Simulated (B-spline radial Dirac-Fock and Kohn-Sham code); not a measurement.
## Two-hole binding energies of Nd⁴⁺

System: neodymium as Nd⁴⁺, configuration [Xe] 4f2.

Method: relaxed Dirac-Fock hole states (ΔSCF) with Breit and QED corrections and a finite nucleus. Computed with a radial finite-basis atomic code. U is the two-hole binding energy less the two single-hole energies, the effective repulsion of the holes after relaxation. Each two-hole energy is an average over J within one jj subconfiguration.

```csv
holes,E(a) (eV),E(b) (eV),E(ab) (eV),U (eV)
1s⁻¹ 2p1/2⁻¹,43627.4,6784.1,50711.9,300.4
1s⁻¹ 2p3/2⁻¹,43627.4,6270.5,50163.6,265.7
2s⁻²,7194.1,7194.1,14559.6,171.4
2p1/2⁻²,6784.1,6784.1,13783.2,215.0
2s⁻¹ 2p3/2⁻¹,7194.1,6270.5,13619.9,155.4
2p1/2⁻¹ 3s⁻¹,6784.1,1643.4,8501.2,73.6
2s⁻¹ 3d3/2⁻¹,7194.1,1064.1,8338.4,80.2
2p3/2⁻¹ 3s⁻¹,6270.5,1643.4,7986.8,72.9
2p1/2⁻¹ 3d3/2⁻¹,6784.1,1064.1,7926.7,78.6
3d3/2⁻²,1064.1,1064.1,?,?
3d5/2⁻²,1042.2,1042.2,2146.8,62.4
4d3/2⁻¹ 4d5/2⁻¹,183.0,178.9,387.1,25.2
4d5/2⁻²,178.9,178.9,382.7,24.9
5p1/2⁻¹ 5p3/2⁻¹,70.87,67.03,151.6,13.7
```

Q: Give the missing two-hole energy and U.

A: E(ab) = 2191.1 eV and U = 63.0 eV.
